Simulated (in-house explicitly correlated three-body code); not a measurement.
Values are calculated unless marked as measured or tabulated.
**Taking the two-electron ground state apart, Z = 1.96**

A variational code in 260 exponentially correlated functions gives, for two electrons around a point charge Z = 1.96 (non-relativistic, fixed nucleus, atomic units): E = -2.7702581, <1/r> = 1.648339 per electron, <1/r12> = 0.920973. From its density, U = 1.998907 (Hartree energy) and T_s = 2.733805 (kinetic energy of the doubly filled orbital √(n/2)). Further, <r²> = 1.25697 per electron, <r12²> = 2.65239 and <p1·p2> = 0.153939.

**Question.** Check the virial theorem, and compare with the screened hydrogenic estimate.

**Answer.** V = −2Z<1/r> + <1/r12> = -6.461489 + 0.920973 = -5.540516, and 2E = -5.540516, so T = −E = 2.770258. A product of 1s orbitals with exponent Z − 5/16 = 1.6475 gives −1.6475² = -2.71426, which is 56.0 millihartree too high.

**Question.** Find the exchange and correlation energies of density-functional theory.

**Answer.** For two electrons in one orbital E_x = −U/2 = -0.999453. The potential part of correlation is U_c = <1/r12> − U − E_x = -0.078480, the kinetic part T_c = T − T_s = 0.036453, and E_c = T_c + U_c = -0.042027 hartree. Restricted Hartree-Fock gives -2.728298, so the correlation energy of wave-function theory is -0.041960.

**Question.** What do the second moments say about angular correlation and diamagnetism?

**Answer.** From r12² = r1² + r2² − 2 r1·r2, <r1·r2> = <r²> − <r12²>/2 = -0.06923 bohr². It vanishes for a product of s orbitals, and its negative sign shows that the electrons favour opposite sides of the nucleus. The Langevin susceptibility is −0.79199e-6 × 2<r²> = -1.991e-6 cm³/mol.

**Question.** How does a model nuclear mass of 3.9 u change the ionisation energy, to first order in m/M (1 hartree = 27.211386 eV)?

**Answer.** m/M = 1/(3.9 × 1822.8885) = 1.40662e-04. With a fixed nucleus the second electron is bound by −Z²/2 − E = 0.849458 hartree = 23.1149 eV. The reduced mass scales this by 1 − m/M, a change of -3.251 meV. The mass-polarisation term raises the two-electron state by (m/M)<p1·p2> = 21.65 microhartree, a further -0.589 meV. The sum is 23.1111 eV, before relativistic and QED terms.
